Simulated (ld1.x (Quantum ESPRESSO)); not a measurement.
What the settings do to the TM potential of chlorine (Cl)

Base potential:

chlorine, norm-conserving Troullier–Martins (Kleinman–Bylander form), made with ld1.x (Quantum ESPRESSO) 7.5 (PBE, fully relativistic). Core [Ne], reference 3s2 3p5. Waves: 3s (bound): rc 1.25 bohr; 3p (bound): rc 1.35 bohr. Local part: the p channel. Core correction: Bessel-smoothed model core, default radius (core density twice the valence density).

Open shells are filled in proportion to 2j + 1 (rel_dist='average').

Cutoffs, loose and tight: the cutoffs (Ry, on a coarse ladder) from which the occupation-weighted sum of valence levels, in a spherical-Bessel basis at the reference potential, stays within 10 and 1 mRy of its value at 400 Ry. They do not see the model core or the augmentation charge, which bear on the density cutoff. Test errors are all-electron minus pseudo excitation energies from the reference, over the configurations 3s2 3p4; 3s2 3p3; 3s2 3p2; 3s2 3p1; 3s2 3p4.5; 3s1 3p6; 3s2 3p5.3. A dash means not determined; rows that change the core or the reference have their own tests.

The default core radius of the base comes out at 0.79 bohr.

| change | outcome | cutoff, loose | cutoff, tight | bound ghosts | largest test error (meV) |
| --- | --- | --- | --- | --- | --- |
| base | generated | 50 Ry | 80 Ry | none | +200 |
| reference 3s1 3p6 | generated | 35 Ry | 70 Ry | none | +196 |
| type ultrasoft; waves now 3s (bound): rcut 1.10, rcutus 1.25 bohr; 3s channel at -0.55 Ry: rcut 1.10, rcutus 1.25 bohr; 3p (bound): rcut 1.15, rcutus 1.35 bohr; 3p channel at 2.25 Ry: rcut 1.15, rcutus 1.35 bohr; local potential all-electron potential smoothed inside 0.95 bohr (lloc = -1); augmentation PSQ, inside the norm-conserving radii | generated | 25 Ry | 50 Ry | none | +23 |
| scalar-relativistic | generated | 50 Ry | 80 Ry | none | +188 |
| core correction Bessel-smoothed model core inside 1.56 bohr | generated | 50 Ry | 80 Ry | none | +171 |
| local potential all-electron potential smoothed inside 0.95 bohr (lloc = -1) | generated | 45 Ry | 80 Ry | none | +293 |
| wave 3p (bound): rc 1.35 bohr becomes 3p (bound): rc 0.98 bohr | generated | 120 Ry | 200 Ry | none | +219 |
| all radii but the core radius scaled by about 1.32 (s 1.64, p 1.78 bohr) | generated | 35 Ry | 55 Ry | none | +241 |
| functional PBEsol | generated | 50 Ry | 80 Ry | none | +207 |
| core correction Bessel-smoothed model core inside 1.08 bohr | generated | 50 Ry | 80 Ry | none | +212 |

(1) What comes out with this change to the base: wave 3s (bound): rc 1.25 bohr becomes 3s (bound): rc 1.56 bohr?

## Answers

(1) outcome: generated; cutoff, loose: 40 Ry; cutoff, tight: 70 Ry; bound ghosts: none; largest test error (meV): +236.
